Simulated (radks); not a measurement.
Task: The mean radii <r> (bohr) of the occupied orbitals of an atom or ion are listed with their occupations. All-electron calculation, Dirac Kohn-Sham, PBE, spin-unpolarised, spherical densities, finite nucleus; Fermi nuclear charge, rms radius of each element as measured or else 0.836 A^(1/3) + 0.57 fm. Program: a radial shooting solver on a logarithmic mesh with Libxc functionals.

orbital  occ.      <r>
1s1/2       2  0.01835
2s1/2       2  0.07695
2p1/2       2  0.06365
2p3/2       4  0.07161
3s1/2       2   0.2006
3p1/2       2   0.1905
3p3/2       4   0.2053
3d3/2       4   0.1796
3d5/2       6   0.1842
4s1/2       2   0.4495
4p1/2       2   0.4546
4p3/2       4   0.4878
4d3/2       4   0.5047
4d5/2       6   0.5160
5s1/2       2    1.047
5p1/2       2    1.134
5p3/2       4    1.216
4f5/2       6   0.5954
4f7/2       8   0.6041

Name the element and its charge. Open shells, if any, fill j = l - 1/2 first.

Result: Z = 74, tungsten, charge +6: W6+ in [Xe] 4f14. The 1s radius gives Z: for a bare nucleus <r> = (2 gamma + 1)/(2Z) with gamma = sqrt(1 - (Z/c)^2), 0.01813 bohr for Z = 74, and screening makes it slightly larger (0.01835 here). The occupations add up to 68, and the charge is Z minus that.
